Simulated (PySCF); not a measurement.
H₂INSn, neutral, multiplicity 1. Atoms are numbered in the order given.

```xyz
5

Sn     0.3641     1.2589     0.0000
I     -0.0491    -1.4810     0.0000
N     -1.6104     1.6999     0.0000
H     -2.3529     1.0057     0.0000
H     -1.9801     2.6463     0.0000
```

Coordinates come from a PBE0-D3(BJ)/def2-SVP optimisation. The def2 effective core potentials stand for the cores of I, Sn; spin–orbit coupling is left out. The values are those of a single conformer.

The numbers are results of CAM-B3LYP/def2-TZVPD (PySCF), not measurements.

Symmetry labels are those of the subgroup Cs that the program uses (full group Cs).

Computed valence orbital energies around the gap with their symmetry:
| orbital | symmetry | energy (eV) |
|---|---|---|
| HOMO−7 | A' | -20.35 |
| HOMO−6 | A' | -15.13 |
| HOMO−5 | A' | -15.10 |
| HOMO−4 | A' | -10.82 |
| HOMO−3 | A" | -9.39 |
| HOMO−2 | A' | -8.70 |
| HOMO−1 | A" | -8.44 |
| HOMO | A' | -8.24 |
| LUMO | A" | -1.46 |
| LUMO+1 | A' | -0.31 |
| LUMO+2 | A' | 0.47 |
| LUMO+3 | A' | 0.73 |
